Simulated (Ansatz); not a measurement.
`BNC` + `[Cl][Al]([Cl])[Cl]` → `CNBCl` + `[Cl][AlH][Cl]` at 700 K and 1 bar (redistribution).

Calculated with Ansatz (gas phase, PBE0-D4/def2-TZVP geometries, no zero-point term in ΔE). CCSD(T)/CBS is the MP2 limit (def2-TZVPP, def2-QZVPP) plus CCSD(T) − MP2 in def2-TZVPP, frozen cores. This one scheme is used for every species. Each species was taken in one conformer, which may not be the lowest.

```csv
species,CCSD(T)/CBS energy (Eh),H − E (kJ/mol),S (J/(mol·K))
`BNC`,-121.18426,253.9,346.7
`[Cl][Al]([Cl])[Cl]`,-1621.56364,60.2,379.1
`CNBCl`,-580.41629,242.5,390.5
`[Cl][AlH][Cl]`,-1162.30651,67.3,346.6
```

H − E and S are ideal-gas, rigid-rotor, harmonic terms from PBE0-D4/def2-TZVP, for one conformer and one mirror image of each species. 1 Eh = 2625.50 kJ/mol, R = 8.31446 J/(mol·K).

**Question.** By hand: ΔE, ΔH, ΔS and ΔG.

**Answer.** ΔE = (-580.41629) + (-1162.30651) − (-121.18426) − (-1621.56364) = 0.02510 Eh = 65.9 kJ/mol. Δ(H − E) = 242.5 + 67.3 − 253.9 − 60.2 = -4.3, so ΔH = 61.6 kJ/mol. ΔS = 390.5 + 346.6 − 346.7 − 379.1 = 11.3 J/(mol·K). ΔG = 61.6 − 700 × (11.3)/1000 = 53.7 kJ/mol.

**Question.** By hand: the equilibrium constant, and the temperature at which ΔG would vanish if ΔH and ΔS stayed fixed.

**Answer.** log₁₀ K = −ΔG/(RT ln 10) = -4.0. ΔG = 0 at ΔH/ΔS = 5451 K, far beyond where these terms or the molecules hold.

The number of gas molecules stays the same, so ΔS is small and ΔH decides. A doubt of 5 kJ/mol in ΔE shifts log₁₀ K by 0.4 here. Other conformers and mirror images would add mixing entropy, several J/(mol·K) or more a flexible species. These are equilibria of isolated gas molecules and say nothing of rates. Largest T1 diagnostic: 0.012 (customary marks: 0.02 for closed shells, 0.045 for open ones).
